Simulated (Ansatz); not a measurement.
The cluster AgSe2. Total charge 0; quartet. Geometry B3LYP-D4/def2-TZVP; atoms count from 1.

```xyz
3

Ag   -1.484    1.034    1.130
Se   -0.002   -0.766   -1.330
Se    1.486   -0.268    0.200
```

In the def2 sets Ag takes a core potential; there is no spin–orbit coupling. At PBE0-D4/def2-TZVP a doublet of charge 0 lies 1.12 eV below the quartet, each at its own geometry. The structure comes from a short search, and lower isomers may exist.

**Question.** Estimate the Mulliken populations from the PBE0/def2-TZVP orbitals of Ansatz.

**Answer.** 
```tsv
atom	charge (e)	spin (α − β)	d electrons
Ag1	-0.06	0.99	9.98
Se2	0.03	1.01	–
Se3	0.03	1.01	–
```
Mulliken values depend strongly on the basis.

**Question.** Where does the spin sit?

**Answer.** Summed by element: Ag 0.99, Se 2.01, of 3 unpaired in all. Largest on single atoms: Se2 1.01, Se3 1.01, Ag1 0.99.

**Question.** And the Mayer bond orders between heavy atoms (over 0.3)?

**Answer.** Se2–Se3 2.00 (2.19 Å).
